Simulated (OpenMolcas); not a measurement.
A run on Xe3+.

```yaml
Program: OpenMolcas 26.06
Method: "XMS-CASPT2, IPEA 0.25 Eh, imaginary shift 0.1 Eh (closed shells correlated: 4d)"
Basis: ANO-RCC-VTZP [7s6p4d2f1g]
Scalar_Hamiltonian: DKH2, point nucleus
Active_space: 5 electrons in 8 orbitals (5s 5p 6s 6p)
State_averaging: 2S+1 = 4 odd, 1 root; 2S+1 = 2 odd, 11 roots; 2S+1 = 4 even, 3 roots; 2S+1 = 2 even, 9 roots
Spin-orbit_coupling: RASSI with atomic mean-field integrals over the reference wave functions, term energies averaged over their components
```

First CASPT2 step and the start of its output:

```
&CASPT2
Multistate=1 1
Frozen=9 9
IPEA=0.25
Imaginary=0.1
MaxIter=60
WThr=0.0 0.3 0.05
PrWF=0.5
NoMix
```

```
--- CASPT2 ---
Orbital specifications:
      -----------------------

      Symmetry species                           1   2
                                                ag  au
      Frozen orbitals                            9   9
      Inactive orbitals                          5   0
      Active orbitals                            2   6
      Secondary orbitals                        20  17
      Deleted orbitals                           0   0
      Number of basis functions                 36  32
Type of calculation                        SS-CASPT2
      Fock operator                              state-specific
      IPEA shift                                 0.25
      Real shift                                 0.00
      Imaginary shift                            0.10
      The input orbitals will be transformed to quasi-canonical
Reference energy:       -7439.2409938373
      E2 (Non-variational):      -0.5317583934
      Shift correction:          -0.0002095082
      E2 (Variational):          -0.5319679016
      Total energy:           -7439.7729617389
      Residual norm:              0.0000003331
      Reference weight:           0.92356
      Contributions to the CASPT2 correlation energy
      Active & Virtual Only:         -0.0642360162
      One Inactive Excited:          -0.1478300903
      Two Inactive Excited:          -0.3196922870
::    CASPT2 Root  1     Total energy:  -7439.77296174
--- CASPT2 ---
Orbital specifications:
      -----------------------

      Symmetry species                           1   2
                                                ag  au
      Frozen orbitals                            9   9
      Inactive orbitals                          5   0
      Active orbitals                            2   6
...
```

Over all roots the printed reference weights run from 0.57 to 0.92, and roots that are degenerate in the reference spread by up to 1300 cm-1.

**Question.** Did the run give usable levels, and if not, why?

**Answer.** No. The equations converged, but the reference weight falls to 0.57 for at least one root against 0.92 for the best. A drop of that size marks an intruder state, so the energies of such roots and the levels built on them can't be trusted.
